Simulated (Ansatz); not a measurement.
AlH$_{9}$N$_{2}$Si$_{2}$, SMILES `N[Si](N)([AlH2])[SiH3]`. Total charge 0; spin multiplicity 1. The geometry is a stationary point of PBE0-D4/def2-TZVP. It is one conformer, not always the lowest.

```xyz
14

N    -1.664    0.631    0.830
Si   -0.355    0.047   -0.141
N    -0.682    0.526   -1.765
Al    0.052   -2.393   -0.227
Si    1.541    1.083    0.814
H    -2.602    0.301    0.665
H    -1.516    0.835    1.805
H    -0.380   -0.040   -2.540
H    -0.769    1.498   -2.019
H     0.264   -3.163   -1.610
H     0.139   -3.254    1.111
H     1.592    2.547    0.527
H     2.783    0.473    0.254
H     1.597    0.909    2.296
```

Q: What is the dipole moment at ωB97M-V/def2-TZVPP? (An estimate is asked.)

A: Computed: 1.46 D, with components (-1.32, 0.36, -0.50) D in this frame, pointing from negative to positive charge.

Q: And with PBE, r2SCAN, B3LYP? (An estimate is asked.)

A: Computed: PBE 1.61 D, r2SCAN 1.56 D, B3LYP 1.48 D.

Q: Give the Mulliken charges with ωB97M-V, r2SCAN, B3LYP in def2-TZVPP. (Best estimate.)

A: The calculation gave: 
```json
{"atom": "N1", "ωB97M-V": "-0.34", "r2SCAN": "-0.43", "B3LYP": "-0.39"}
{"atom": "Si2", "ωB97M-V": "0.25", "r2SCAN": "0.29", "B3LYP": "0.33"}
{"atom": "N3", "ωB97M-V": "-0.34", "r2SCAN": "-0.43", "B3LYP": "-0.38"}
{"atom": "Al4", "ωB97M-V": "0.31", "r2SCAN": "0.42", "B3LYP": "0.33"}
{"atom": "Si5", "ωB97M-V": "-0.01", "r2SCAN": "0.09", "B3LYP": "0.08"}
{"atom": "H6", "ωB97M-V": "0.11", "r2SCAN": "0.15", "B3LYP": "0.13"}
{"atom": "H7", "ωB97M-V": "0.11", "r2SCAN": "0.15", "B3LYP": "0.13"}
{"atom": "H8", "ωB97M-V": "0.12", "r2SCAN": "0.16", "B3LYP": "0.14"}
{"atom": "H9", "ωB97M-V": "0.12", "r2SCAN": "0.15", "B3LYP": "0.13"}
{"atom": "H10", "ωB97M-V": "-0.12", "r2SCAN": "-0.17", "B3LYP": "-0.15"}
{"atom": "H11", "ωB97M-V": "-0.11", "r2SCAN": "-0.16", "B3LYP": "-0.14"}
{"atom": "H12", "ωB97M-V": "-0.03", "r2SCAN": "-0.07", "B3LYP": "-0.07"}
{"atom": "H13", "ωB97M-V": "-0.04", "r2SCAN": "-0.08", "B3LYP": "-0.07"}
{"atom": "H14", "ωB97M-V": "-0.03", "r2SCAN": "-0.07", "B3LYP": "-0.07"}
```

B3LYP here is the variant with VWN-RPA as its local correlation; programs differ in this.
